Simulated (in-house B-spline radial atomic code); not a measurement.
The numbers below are computed, except where a source is named.
H in an electron gas of r_s = 1.5: phase shifts, screening and friction

A nucleus sits in a uniform electron gas with a rigid positive background. The Kohn-Sham equations are solved self-consistently in the spin-unpolarised LDA (PW92), non-relativistic, on B-splines with outgoing waves at the boundary and partial waves to l = 8. The model has no lattice, no bands and no magnetic solution. Atomic units; δ_l are the phase shifts at the Fermi level, counted so that each bound state adds π, and good to about 0.0005.

The density parameter is r_s = 1.5 bohr.

| l | δ_l (rad) |
| --- | --- |
| 0 | 0.8517 |
| 1 | 0.1496 |
| 2 | 0.0349 |
| 3 | 0.0090 |
| 4 | 0.0024 |
| 5 | 0.0007 |
| 6 | 0.0002 |
| 7 | 0.0000 |
| 8 | 0.0000 |

Bound levels below the band bottom (hartree): none.

Check the Friedel sum rule, and say where the screening charge sits.

k_F = (9π/4)^(1/3)/r_s = 1.27944. The rule is Z = (2/π) Σ (2l + 1) δ_l. The terms are s 0.542, p 0.286, d 0.111, f 0.040 and 0.020 beyond, in all 0.999 against Z = 1. Bound states hold 0 s, 0 p, 0 d electrons, so the scattering states carry 1.00 in all.

Find the transport cross section and the electronic stopping of a 1 keV H ion (mass 1.01 u).

σ_tr = (4π/k_F²) Σ (l + 1) sin²(δ_l − δ_(l+1)). The terms for l = 0 to 3 are 0.4171, 0.0262, 0.0020, 0.0002, all together 0.4455, so σ_tr = 7.677 × 0.4455 = 3.420 bohr². With n = 3/(4π r_s³) = 0.07074, the friction coefficient is Q = n k_F σ_tr = 0.3095. For v well below v_F = 1.279, dE/dx = Q v; with 24801 eV per u at v = 1, v = √(1000/(24801 × 1.01)) = 0.1998, so dE/dx = 0.06184 hartree/bohr = 31.8 eV/nm. The largest term couples the s and p waves.
